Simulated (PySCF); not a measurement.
Structure with atom numbers: `[CH3:1][C:2](=[S:3])[c:4]1[cH:5][n:6][s:7][cH:8]1` (H(Xn): hydrogen on atom n).

Geometry: GFN2-xTB; GIAO absolute shieldings from PySCF, gas phase, non-relativistic, averaged over equivalent atoms.

At BLYP/pcSseg-1 (175 basis functions, 28 s wall time on 1 thread of an Arm Neoverse V1, shared host):
```tsv
atoms	σ (ppm)
C2	-63.0
C8	12.2
C5	26.1
C4	29.2
C1	136.1
S3	-555.7
S7	53.8
N6	-83.9
H(C8)	22.55
H(C5)	23.18
H(C1)	28.41
```

Q: Estimate the result of repeating the calculation with OPBE/pcSseg-1.

A: 
```tsv
atoms	σ at OPBE/pcSseg-1	change
C2	-38.3	+24.7
C8	30.3	+18.1
C5	41.8	+15.7
C4	46.3	+17.1
C1	146.7	+10.6
S3	-464.3	+91.4
S7	122.9	+69.1
N6	-55.0	+28.9
H(C8)	22.29	-0.26
H(C5)	22.85	-0.33
H(C1)	28.18	-0.23
```

The largest change is at S3 (thione sulfur). Cost: 175 basis functions, 37 s wall time on 1 thread of an Arm Neoverse V1, shared host. The order of the carbon signals is the same at both levels.
